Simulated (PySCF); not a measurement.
C4H5NS2, SMILES Sc1c(C)ncs1.

Geometry optimised at r2SCAN-D4/def2-SVP. One conformer was computed; it need not be the lowest.

Two levels are set side by side: PBE/def2-TZVP (PySCF) and B3LYP/def2-TZVP (PySCF). Same geometry, gas phase. Differences are taken from unrounded values.

```
quantity                     B3LYP    PBE  PBE minus B3LYP
---------------------------  -----  -----  ---------------
orbital gap (eV)              5.41   3.86            -1.54
highest occupied level (eV)  -6.79  -5.91             0.88
lowest empty level (eV)      -1.38  -2.05            -0.67
dipole moment (D)             0.99   0.94            -0.05
mean polarisability (bohr³)   88.7   90.7              2.0
```

PBE's occupied levels lie high since its potential decays too fast outside the molecule; exact exchange lowers them and widens the gap. Differences between two approximate levels are no errors against the true value.

Rough cost on one machine, each run with all the roots and properties that it gave: B3LYP against PBE within a factor of 2.
